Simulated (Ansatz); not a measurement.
Reaction (redistribution): `[BH]1[O][GeH2]1` + `C#C[SiH2]O` → `[OH][GeH]1[BH][O]1` + `C#C[SiH3]`

Gas-phase electronic energies from Ansatz, PBE0-D4/def2-TZVP geometries. CBS: MP2 limit from def2 TZ/QZ plus the TZ coupled-cluster correction, frozen cores. Functionals use def2-TZVPP. B3LYP here is the variant with VWN-RPA as its local correlation; programs differ in this. HSE06 is defined as in plane-wave codes. For Ge outer-core shells are correlated without core-valence functions, which leaves a few kJ/mol of doubt a bond. Scalar relativity is left out up to krypton. Each species was taken in one conformer, which may not be the lowest.

`[BH]1[O][GeH2]1`:

```xyz
6

B    -0.575    0.615   -0.847
O     0.609    0.123   -1.038
Ge    0.044   -0.345    0.810
H    -1.387    1.244   -1.447
H     1.163    0.243    1.686
H     0.145   -1.880    0.837
```

`C#C[SiH2]O`:

```xyz
8

C    -0.796    1.974    0.376
C    -0.233    0.910    0.281
Si    0.598   -0.712    0.143
O     0.186   -1.477   -1.250
H    -1.288    2.916    0.459
H     0.216   -1.500    1.343
H     2.062   -0.521    0.088
H    -0.747   -1.590   -1.439
```

`[OH][GeH]1[BH][O]1`:

```xyz
7

O    -0.963   -1.370    0.723
Ge   -0.076   -0.478   -0.529
B     1.347    0.829    0.148
O     0.210    1.409    0.253
H    -1.916   -1.265    0.659
H    -1.110   -0.101   -1.615
H     2.508    0.977    0.362
```

`C#C[SiH3]`:

```xyz
7

C    -1.574   -1.140   -0.260
C    -0.606   -0.439   -0.101
Si    0.857    0.621    0.142
H    -2.430   -1.760   -0.402
H     2.073   -0.120   -0.273
H     0.716    1.847   -0.681
H     0.963    0.991    1.574
```

| level | ΔE (kJ/mol) | difference from CCSD(T)/CBS |
| --- | --- | --- |
| revPBE-D4 | 42.2 | -14.4 |
| B3LYP-D4 | 50.0 | -6.6 |
| HSE06-D4 | 52.8 | -3.8 |
| ωB97X-V | 53.9 | -2.7 |
| ωB97M-V | 54.8 | -1.8 |
| B2PLYP | 52.0 | -4.6 |
| PBE-QIDH | 57.9 | 1.3 |
| PBE | 44.1 | -12.5 |
| revPBE | 42.0 | -14.6 |
| HSE06 | 52.9 | -3.7 |
| CAM-B3LYP | 55.2 | -1.4 |
| LC-ωPBE | 57.6 | 1.0 |
| RPA@PBE/def2-TZVPP | 51.3 | -5.3 |
| MP2/def2-SVP | 43.6 | -13.0 |
| CCSD/def2-SVP | 44.7 | -11.9 |
| HF/def2-QZVPP | 65.2 | 8.6 |
| CCSD(T)/CBS | 56.6 | 0 |

Largest T1 diagnostic among the species: 0.017.

From BLYP to BHLYP (50 % exact exchange), in def2-TZVPP and without D4, ΔE moves by +17.1 kJ/mol. In def2-TZVPP, CCSD(T) changes the Hartree–Fock value by −9.7 kJ/mol (the triples alone add −3.0 kJ/mol) and MP2 by −9.0 kJ/mol. Leaving LDA and LC-ωPBE aside and taking each functional with its dispersion term where it has one, the values, not all of them listed here, spread over 16.9 kJ/mol, from BLYP-D4 to BHLYP-D4. LDA lies +7.8 kJ/mol from PBE without D4.
